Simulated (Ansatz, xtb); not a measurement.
**A geometry optimisation of CH4FGeO+ with r2SCAN-D4/def2-SVP**

The starting geometry of this gas-phase triplet was built from a drawn formula by distance geometry and a force field; its bonds are those of `[OH2+][C@H](F)[GeH]`.

| atom | x (Å) | y (Å) | z (Å) |
| --- | --- | --- | --- |
| C | -0.6885 | 1.5738 | 2.3523 |
| F | -0.1821 | 1.7165 | 1.0614 |
| Ge | -1.2457 | -0.2515 | 2.6433 |
| O | -1.8079 | 2.4292 | 2.4915 |
| H | -2.3834 | 2.2700 | 1.7888 |
| H | -1.4666 | 3.3981 | 2.3929 |
| H | 0.1185 | 1.7975 | 3.0615 |
| H | -1.8083 | -0.3599 | 4.0704 |

Q: Where would you expect an optimisation with r2SCAN-D4/def2-SVP to take it?

A: It rearranges, giving a structure given below by its coordinates. Contacts that open: C1–O4 (1.42 → 3.12 Å). Contacts that close: Ge3–O4 (2.74 → 2.07 Å).

The energy falls by 1.67 eV over 35 steps:

| step | E − E(last) (eV) |
| --- | --- |
| 1 | 1.667 |
| 5 | 0.991 |
| 9 | 0.978 |
| 12 | 0.977 |
| 16 | 0.957 |
| 20 | 0.893 |
| 24 | 0.754 |
| 27 | 0.172 |
| 31 | 0.006 |
| 35 | 0.000 |

Final geometry (Å):

```tsv
atom	x (Å)	y (Å)	z (Å)
C	0.2467	0.9641	2.0729
F	0.6096	0.8477	0.8224
Ge	-1.5731	0.6341	2.5897
O	-2.3973	2.5368	2.5829
H	-2.4496	3.0703	1.7689
H	-3.1538	2.7723	3.1517
H	1.0377	1.2892	2.7684
H	-1.7842	0.4592	4.1050
```

From the same start GFN2-xTB reaches the same bonding as this run.

The end wasn't checked by frequencies. Open shells are spin-unrestricted. The triplet needn't be the ground state. Run with Ansatz 0.2.0, 3.7 min on 2 threads of Arm Neoverse V1, on a shared host.
